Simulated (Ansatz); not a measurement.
A run on C$_{2}$H$_{10}$Al$_{2}$O$_{2}$ (`[CH3][Al@H-]1[OH+][Al@@H-]([CH3])[OH+]1`) with other settings.

```yaml
crystal:
  periodic: [false, false, false]
  atoms:
    - {symbol: C, position_ang: [-1.481453, 2.193683, -0.585838]}
    - {symbol: Al, position_ang: [-0.859419, 0.968906, 1.005057]}
    - {symbol: O, position_ang: [0.997834, 0.498876, 1.019921]}
    - {symbol: Al, position_ang: [0.848551, -1.192062, 0.580342]}
    - {symbol: C, position_ang: [1.275995, -1.618337, -1.297667]}
    - {symbol: O, position_ang: [-1.010861, -0.778806, 0.560416]}
    - {symbol: H, position_ang: [-0.921961, 1.766824, -1.420197]}
    - {symbol: H, position_ang: [-1.093234, 3.149786, -0.477311]}
    - {symbol: H, position_ang: [-2.448772, 2.029583, -0.753852]}
    - {symbol: H, position_ang: [-1.280947, 1.281346, 2.473708]}
    - {symbol: H, position_ang: [1.732642, 0.834801, 1.756652]}
    - {symbol: H, position_ang: [1.266869, -1.941264, 1.777365]}
    - {symbol: H, position_ang: [1.027502, -0.931636, -1.925789]}
    - {symbol: H, position_ang: [1.026145, -2.658206, -1.357012]}
    - {symbol: H, position_ang: [2.480929, -1.832210, -1.299940]}
    - {symbol: H, position_ang: [-1.667007, -1.311649, 0.122539]}
basis:
  gaussian: {orbitals: LANL2DZ, nuclear_model: gaussian}
total_charge: 1
magnetization: {spin_polarized: true, initial_magnetization: 1}
hamiltonian: {xc: {name: HF}}
correlation: {method: rpa, electrons: outside_noble_gas}
```

```sh
$ ansatz run in.yaml --threads 4 --pin off --events-out ev --progress --plain --max-ram 11315MiB
```

Output, abridged:

```
Error: <dir> can't be read: No such file or directory (os error 2)
```
